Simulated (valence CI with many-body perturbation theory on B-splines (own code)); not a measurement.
# E1 transitions of Ho LX

Calculated by relativistic CI+MBPT: six valence electrons over a frozen Dirac-Fock core [He], radial functions for each j: 9 s, 9 p, 8 d, 6 f, 3 g, 1 h, with the one-electron correlation potential Σ1 (screened to all orders), the two-electron term Σ2, the three-electron term Σ3, Breit, model QED; selected single and double excitations, second order for the rest, scaled by the run's own slope (own B-spline code, finite nucleus).

The last digits are not significant, and no measured levels were compared; by estimate large intervals hold to a few tenths of a per cent, small ones and those within an open d or f shell to about a per cent. Among the levels kept, up to 2100 cm⁻¹ of a level comes from second order outside the variational space, and about a tenth of that is noise between levels of different J, which matters for small intervals.

Lines 151 to 200 of 200 in falling wavelength, among levels below 67712 × 10³ cm⁻¹, chosen from the strongest by gf and those to the six lowest levels. Wavelengths and rates use the calculated energies. Electric multipoles are in the length gauge with retardation, E1 and E2 with the static RPA response of the core. Weak lines are less certain than strong ones. Lines between different terms over intervals too small for the method are left out, as are lines whose strength nearly cancels. The highest levels of a list are the least certain.

Levels are named by their leading jj configuration (3d3/2^4 stands for four electrons in 3d with j = 3/2), which in mixed levels can hold well under half, so a name can repeat and another be missing. Letters in brackets count levels of one name in rising energy.

```
λ vac (nm)                               Upper                       Lower   A (s⁻¹)  S (a.u.) with core polarisation  S without
    0.1762  (2s^2 2p1/2 2p3/2^2 3p3/2) J=2 [a]    (2s 2p1/2^2 2p3/2^3) J=2  9.53e+12                         1.29e-04   1.29e-04
    0.1762     (2s^2 2p1/2 2p3/2^2 3s) J=1 [a]    (2s^2 2p1/2 2p3/2^3) J=1  1.20e+14                         9.74e-04   9.72e-04
    0.1761     (2s^2 2p1/2 2p3/2^2 3s) J=2 [b]    (2s^2 2p1/2 2p3/2^3) J=2  1.27e+14                         1.71e-03   1.71e-03
    0.1761  (2s^2 2p1/2 2p3/2^2 3p3/2) J=2 [c]    (2s 2p1/2^2 2p3/2^3) J=1  4.36e+09                         5.87e-08   5.96e-08
    0.1761         (2s^2 2p1/2^2 2p3/2 3s) J=2  (2s^2 2p1/2^2 2p3/2^2) J=2  6.89e+13                         9.28e-04   9.27e-04
    0.1760  (2s^2 2p1/2 2p3/2^2 3p3/2) J=1 [c]    (2s 2p1/2^2 2p3/2^3) J=1  9.23e+10                         7.44e-07   7.42e-07
    0.1760  (2s^2 2p1/2 2p3/2^2 3p3/2) J=1 [a]    (2s 2p1/2^2 2p3/2^3) J=2  2.69e+12                         2.17e-05   2.17e-05
    0.1759         (2s^2 2p1/2^2 2p3/2 3s) J=1  (2s^2 2p1/2^2 2p3/2^2) J=2  1.15e+14                         9.29e-04   9.28e-04
    0.1757  (2s^2 2p1/2 2p3/2^2 3p3/2) J=3 [b]    (2s 2p1/2^2 2p3/2^3) J=2  6.15e+11                         1.15e-05   1.15e-05
    0.1757     (2s^2 2p1/2 2p3/2^2 3s) J=2 [b]    (2s^2 2p1/2 2p3/2^3) J=1  1.81e+13                         2.42e-04   2.41e-04
    0.1756     (2s 2p1/2^2 2p3/2^2 3s) J=1 [a]    (2s 2p1/2^2 2p3/2^3) J=2  1.98e+13                         1.58e-04   1.58e-04
    0.1754     (2s 2p1/2^2 2p3/2^2 3s) J=1 [b]    (2s 2p1/2^2 2p3/2^3) J=2  5.33e+13                         4.26e-04   4.25e-04
    0.1751     (2s^2 2p1/2 2p3/2^2 3s) J=1 [b]    (2s^2 2p1/2 2p3/2^3) J=2  5.91e+13                         4.70e-04   4.69e-04
    0.1751     (2s 2p1/2^2 2p3/2^2 3s) J=2 [b]    (2s 2p1/2^2 2p3/2^3) J=2  3.48e+12                         4.62e-05   4.61e-05
    0.1748         (2s^2 2p1/2 2p3/2^2 3s) J=0    (2s^2 2p1/2 2p3/2^3) J=1  7.27e+13                         1.92e-04   1.91e-04
    0.1747     (2s^2 2p1/2 2p3/2^2 3s) J=1 [b]    (2s^2 2p1/2 2p3/2^3) J=1  1.19e+13                         9.35e-05   9.34e-05
    0.1747  (2s^2 2p1/2 2p3/2^2 3p3/2) J=1 [b]    (2s 2p1/2^2 2p3/2^3) J=2  3.65e+12                         2.88e-05   2.87e-05
    0.1746  (2s^2 2p1/2 2p3/2^2 3p3/2) J=2 [b]    (2s 2p1/2^2 2p3/2^3) J=2  2.47e+12                         3.25e-05   3.24e-05
    0.1743  (2s^2 2p1/2 2p3/2^2 3p3/2) J=2 [c]    (2s 2p1/2^2 2p3/2^3) J=2  1.13e+11                         1.48e-06   1.48e-06
    0.1742  (2s^2 2p1/2 2p3/2^2 3p3/2) J=1 [c]    (2s 2p1/2^2 2p3/2^3) J=2  1.09e+13                         8.51e-05   8.49e-05
    0.1672      (2s 2p1/2^2 2p3/2^2 3p1/2) J=2    (2s^2 2p1/2 2p3/2^3) J=2  1.04e+11                         1.20e-06   1.20e-06
    0.1671      (2s 2p1/2^2 2p3/2^2 3p1/2) J=3    (2s^2 2p1/2 2p3/2^3) J=2  3.64e+10                         5.87e-07   5.86e-07
    0.1667      (2s 2p1/2^2 2p3/2^2 3p1/2) J=2    (2s^2 2p1/2 2p3/2^3) J=1  5.85e+11                         6.70e-06   6.70e-06
    0.1661      (2s^2 2p1/2^2 2p3/2 3d3/2) J=1  (2s^2 2p1/2^2 2p3/2^2) J=0  8.12e+13                         5.51e-04   5.51e-04
    0.1658      (2s^2 2p1/2 2p3/2^2 3d3/2) J=1    (2s^2 2p1/2 2p3/2^3) J=2  3.65e+13                         2.46e-04   2.46e-04
    0.1658      (2s^2 2p1/2 2p3/2^2 3d3/2) J=2    (2s^2 2p1/2 2p3/2^3) J=2  1.64e+13                         1.84e-04   1.84e-04
    0.1656      (2s^2 2p1/2 2p3/2^2 3d3/2) J=3    (2s^2 2p1/2 2p3/2^3) J=2  1.96e+13                         3.08e-04   3.08e-04
    0.1654      (2s^2 2p1/2 2p3/2^2 3d3/2) J=1    (2s^2 2p1/2 2p3/2^3) J=1  3.03e+13                         2.03e-04   2.03e-04
    0.1654      (2s^2 2p1/2 2p3/2^2 3d3/2) J=2    (2s^2 2p1/2 2p3/2^3) J=1  1.35e+13                         1.50e-04   1.50e-04
    0.1653      (2s^2 2p1/2 2p3/2^2 3d3/2) J=0    (2s^2 2p1/2 2p3/2^3) J=1  2.24e+14                         5.00e-04   5.00e-04
    0.1652      (2s^2 2p1/2^2 2p3/2 3d3/2) J=2  (2s^2 2p1/2^2 2p3/2^2) J=2  7.73e+13                         8.59e-04   8.60e-04
    0.1650      (2s^2 2p1/2^2 2p3/2 3d3/2) J=3  (2s^2 2p1/2^2 2p3/2^2) J=2  1.06e+13                         1.64e-04   1.64e-04
    0.1649      (2s^2 2p1/2^2 2p3/2 3d3/2) J=1  (2s^2 2p1/2^2 2p3/2^2) J=2  1.78e+14                         1.18e-03   1.18e-03
    0.1641      (2s^2 2p1/2^2 2p3/2 3d5/2) J=1  (2s^2 2p1/2^2 2p3/2^2) J=0  9.19e+14                         6.01e-03   6.01e-03
    0.1635      (2s^2 2p1/2^2 2p3/2 3d5/2) J=2  (2s^2 2p1/2^2 2p3/2^2) J=2  6.73e+14                         7.25e-03   7.26e-03
    0.1632      (2s^2 2p1/2^2 2p3/2 3d5/2) J=3  (2s^2 2p1/2^2 2p3/2^2) J=2  1.49e+15                         2.24e-02   2.24e-02
    0.1629      (2s^2 2p1/2^2 2p3/2 3d5/2) J=1  (2s^2 2p1/2^2 2p3/2^2) J=2  7.73e+13                         4.95e-04   4.95e-04
    0.1575     (2s^2 2p1/2 2p3/2^2 3s) J=1 [a]  (2s^2 2p1/2^2 2p3/2^2) J=0  2.49e+11                         1.44e-06   1.44e-06
    0.1567     (2s^2 2p1/2 2p3/2^2 3s) J=2 [a]  (2s^2 2p1/2^2 2p3/2^2) J=2  1.55e+13                         1.47e-04   1.47e-04
    0.1565     (2s^2 2p1/2 2p3/2^2 3s) J=1 [a]  (2s^2 2p1/2^2 2p3/2^2) J=2  3.28e+13                         1.86e-04   1.86e-04
    0.1563     (2s^2 2p1/2 2p3/2^2 3s) J=1 [b]  (2s^2 2p1/2^2 2p3/2^2) J=0  2.90e+13                         1.64e-04   1.64e-04
    0.1562         (2s^2 2p1/2 2p3/2^2 3s) J=3  (2s^2 2p1/2^2 2p3/2^2) J=2  2.56e+13                         3.37e-04   3.36e-04
    0.1561     (2s^2 2p1/2 2p3/2^2 3s) J=2 [b]  (2s^2 2p1/2^2 2p3/2^2) J=2  1.44e+13                         1.36e-04   1.35e-04
    0.1553     (2s^2 2p1/2 2p3/2^2 3s) J=1 [b]  (2s^2 2p1/2^2 2p3/2^2) J=2  2.80e+11                         1.55e-06   1.55e-06
    0.1490      (2s 2p1/2^2 2p3/2^2 3p1/2) J=2  (2s^2 2p1/2^2 2p3/2^2) J=2  1.61e+14                         1.31e-03   1.31e-03
    0.1490      (2s 2p1/2^2 2p3/2^2 3p1/2) J=3  (2s^2 2p1/2^2 2p3/2^2) J=2  4.07e+14                         4.64e-03   4.64e-03
    0.1488      (2s^2 2p1/2 2p3/2^2 3d3/2) J=1  (2s^2 2p1/2^2 2p3/2^2) J=0  1.35e+13                         6.60e-05   6.60e-05
    0.1479      (2s^2 2p1/2 2p3/2^2 3d3/2) J=1  (2s^2 2p1/2^2 2p3/2^2) J=2  9.45e+13                         4.53e-04   4.53e-04
    0.1479      (2s^2 2p1/2 2p3/2^2 3d3/2) J=2  (2s^2 2p1/2^2 2p3/2^2) J=2  1.00e+14                         7.98e-04   7.99e-04
    0.1478      (2s^2 2p1/2 2p3/2^2 3d3/2) J=3  (2s^2 2p1/2^2 2p3/2^2) J=2  1.45e+14                         1.62e-03   1.62e-03
```
